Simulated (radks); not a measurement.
Results of a calculation; reference values are marked as such.
Ta I, 73 electrons, occupied as [Xe] 4f14 5d3 6s2. Level of theory: scalar-relativistic Kohn-Sham, PBEsol, spin-polarised, spherical densities, finite nucleus; open shells are filled with parallel spins first (spin-orbit coupling, left out, can overturn this in heavy ions); Fermi nuclear charge, rms radius 5.3507 fm (a radial shooting solver on a logarithmic mesh with Libxc functionals). Some entries of the table are withheld. Estimate them.

orbital,occ.,eigenvalue (eV),<r^2> (bohr^2)
1s down,1,-67321.20,0.0004791
1s up,1,-67321.20,0.0004791
2s up,1,-11567.37,0.007380
2s down,1,-11567.28,0.007380
2p up,3,-10140.69,0.006085
2p down,3,-10140.61,0.006085
3s up,1,-2649.478,0.04799
3s down,1,-2649.455,0.04799
3p up,3,-2224.960,0.04868
3p down,3,-2224.933,0.04868
3d up,5,-1728.647,0.04040
3d down,5,-1728.588,0.04040
4s up,1,-539.6554,0.2378
4s down,1,-539.5802,0.2378
4p up,3,-400.3284,0.2708
4p down,3,-400.2574,0.2708
4d up,5,-221.8210,0.3176
4d down,5,-221.7318,0.3174
5s up,1,-73.2342,1.368
5s down,1,-72.2341,1.354
5p up,3,-39.8428,1.918
5p down,3,-38.4575,1.889
4f up,7,(1),(2)
4f down,7,(3),(4)
6s up,1,-5.9148,11.81
6s down,1,-4.7070,13.37
5d up,3,-4.2438,5.986
5d down,0,-2.5404,7.064

Answer. 
(1) 4f up eigenvalue (eV): -24.5961
(2) 4f up <r^2> (bohr^2): 0.5260
(3) 4f down eigenvalue (eV): -24.3517
(4) 4f down <r^2> (bohr^2): 0.5164
